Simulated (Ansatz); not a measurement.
Mulliken charges of GeH$_{2}$S$_{2}$, SMILES `[SH][Ge][SH]` from ωB97M-V/def2-TZVPP in Ansatz (PBE0-D4/def2-TZVP geometry).

```
atom   x (Å)   y (Å)   z (Å)  charge (e)
  S1  -1.250   0.310  -1.566      -0.291
 Ge2   0.578  -0.765  -0.840       0.331
  S3   0.568   0.068   1.236      -0.285
  H4  -1.565   0.988  -0.449       0.125
  H5   1.669  -0.601   1.619       0.121
```

By hand: the dipole of these point charges (1 e Å = 4.8032 D).

Σ q r = (0.400, -0.312, -0.035) e Å, of length 0.508 e Å = 2.44 D.

How does the dipole of the full density compare? (Best estimate.)

Ansatz gave: (0.230, -0.140, 0.080) e Å, 1.35 D; the point charges give 1.81 times that, at 22° from its direction.

Point charges leave out the atoms' own dipoles, such as those of lone pairs, and Mulliken's split depends on the basis, so the two needn't agree.
